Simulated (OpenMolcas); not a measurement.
Os4+ among 3 point charges of -1 e arranged as a planar triangle (D3h).

```yaml
Program: OpenMolcas
Method: "SS-CASPT2, IPEA 0.25 Eh, imaginary shift 0.1 Eh (closed shells correlated: 4f 5s 5p)"
Basis: ANO-RCC-VTZP [8s7p5d3f2g1h]
Scalar_Hamiltonian: DKH2, point nucleus
Active_space: 4 electrons in 5 orbitals (5d)
State_averaging: 2S+1 = 5 even, 5 roots; 2S+1 = 3 even, 45 roots; 2S+1 = 1 even, 50 roots
Spin-orbit_coupling: RASSI with atomic mean-field integrals over the reference wave functions
```

All point charges move together. At R = 2.06 Å the first state of the same spin is 6650 cm-1, and at R = 2.22 Å it is 5290 cm-1.

**Question.** A third run gives 8110 cm-1. What distance was it run at?

**Answer.** With a power law R^-n the two known points give n = -ln(5290 / 6650) / ln(2.22 / 2.06) = 3.06. Then R = 2.06 × (6650 / 8110)^(1/3.06) = 1.931 Å. The run was at 1.93 Å, so the estimate is off by +0.001 Å.

Roots that are degenerate in the reference are averaged as groups; the widest CASPT2 spread within a group is 1100 cm-1 (the 2-fold group of multiplicity 1 near 27300 cm-1 above the lowest state of its run, R = 2.22). Shifts and gaps below about the spread of the groups concerned are not significant. An orbital doublet at a regular site is open to a Jahn-Teller distortion, which this geometry leaves out. Point charges give a weaker field than real ligands, and real ions of this kind are as a rule low spin; the high spin found here belongs to the model. Free-ion shares, where given, are those of the reference states; single-state CASPT2 does not remix them. Spin-orbit coupling mixes the spin-free states strongly: the lowest level takes only 62 % from its leading state, 5E (figures for R = 1.93; the like holds for R = 2.06, R = 2.22). Point charges carry no covalency, so the field is a model and not that of real ligands. No measured value stands beside these numbers.
